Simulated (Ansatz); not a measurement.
## Stretch profile

SnHF₃ (SMILES [F][SnH]([F])[F]), singlet, at its PBE0-D4/def2-TZVP minimum:

```xyz
5
angstrom
F -0.3239 -0.5479 1.7277
Sn 0.1272 -0.0068 -0.0272
F -0.7949 1.6234 -0.2882
F -0.7427 -1.2467 -1.1594
H 1.7842 0.1045 -0.2943
```

The bond length Sn2–F4 (1.891 Å at the minimum) is set to the values below, the two halves moving rigidly along the bond. Each method's energies count from its own value at the PBE0-D4 minimum structure. Computed with Ansatz 0.2.0 (basis: def2-TZVPP); correlated methods freeze the cores. Filled d shells of the heavier atoms are correlated. Core potentials replace the inner electrons of the atoms past krypton. The def2 sets are not built for correlating such inner shells, so the correlated values are less sure here. B3LYP uses VWN-RPA correlation.

CCSD(T) energies along the scan:
```
bond length (Å)  CCSD(T) (eV)
          1.551         2.968
          1.630         1.471
          1.747         0.345
          1.884         0.000
          2.034         0.237
          2.197         0.813
          2.370         1.535
          2.552         2.282
          2.742         2.985
```
They count from the CCSD(T) energy at the PBE0-D4 minimum.

Minimum and curvature along this coordinate at CCSD(T): A fifth-order fit through the nearest points gives 1.885 Å, with a curvature of about 27 eV/Å².

Task: Treat the two halves as rigid bodies and work out the harmonic wavenumber of this stretch from that curvature (ν̃ = 521.5 √(k/μ) cm⁻¹ with k in eV/Å² and μ in u).

Result: The halves weigh 157.72 and 19.00 u, so μ = 157.72 × 19.00/176.72 = 16.957 u and ν̃ = 521.5 √(27/16.957) ≈ 660 cm⁻¹. A true normal mode mixes in other motions, so this is a guide only.

Largest difference from the CCSD(T) curve over the scan: PBE0-D4 0.125; B3LYP-D4 0.320; wB97M-V 0.057; HF 0.529 eV. Each curve counts from its own value at the minimum.

No T1 diagnostic of these runs exceeds 0.025. The restricted Hartree–Fock reference is unstable towards an unrestricted one here.

For scale, one of the runs: CCSD(T)/def2-TZVPP, 157 basis functions (an equivalent command: `ansatz run in.yaml --threads 4`). The run took 15 s on 4 CPU threads (shared host), with 1.4 GiB of host memory at its peak.
